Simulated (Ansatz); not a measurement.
`[OH][Zr]([F])([Cl])[I]` + HCl → `[OH][Zr]([Cl])([Cl])[I]` + H–F at 298.15 K and 1 bar (ligand exchange at a Zr–F bond).

Computed with Ansatz on PBE0-D4/def2-TZVP structures; ΔE is electronic, products minus reactants. CCSD(T)/CBS is the MP2 limit (def2-TZVPP, def2-QZVPP) plus CCSD(T) − MP2 in def2-TZVPP, frozen cores. This one scheme is used for every species. def2 core potentials past Kr. For I, Zr outer-core shells are correlated without core-valence functions, which leaves a few kJ/mol of doubt a bond. Each species was taken in one conformer, which may not be the lowest.

```csv
species,CCSD(T)/CBS energy (Eh),H − E (kJ/mol),S (J/(mol·K))
`[OH][Zr]([F])([Cl])[I]`,-980.07339,67.2,400.9
HCl,-460.38127,26.6,186.8
`[OH][Zr]([Cl])([Cl])[I]`,-1340.05569,66.0,412.5
H–F,-100.39570,33.5,173.6
```

H − E and S are ideal-gas, rigid-rotor, harmonic terms from PBE0-D4/def2-TZVP, for one conformer and one mirror image of each species. 1 Eh = 2625.50 kJ/mol, R = 8.31446 J/(mol·K).

By hand: ΔE, ΔH, ΔS and ΔG.

ΔE = (-1340.05569) + (-100.39570) − (-980.07339) − (-460.38127) = 0.00327 Eh = 8.6 kJ/mol. Δ(H − E) = 66.0 + 33.5 − 67.2 − 26.6 = 5.7, so ΔH = 14.3 kJ/mol. ΔS = 412.5 + 173.6 − 400.9 − 186.8 = -1.6 J/(mol·K). ΔG = 14.3 − 298.15 × (-1.6)/1000 = 14.8 kJ/mol.

By hand: the equilibrium constant, and the temperature at which ΔG would vanish if ΔH and ΔS stayed fixed.

log₁₀ K = −ΔG/(RT ln 10) = -2.6. ΔH and −TΔS have one sign here, so there is no such temperature. One of them is within its doubt of zero, so this could turn.

The number of gas molecules stays the same, so ΔS is small and ΔH decides. A doubt of 5 kJ/mol in ΔE shifts log₁₀ K by 0.9 here. Other conformers and mirror images would add mixing entropy, several J/(mol·K) or more a flexible species. These are equilibria of isolated gas molecules and say nothing of rates. Largest T1 diagnostic: 0.015 (customary marks: 0.02 for closed shells, 0.045 for open ones).
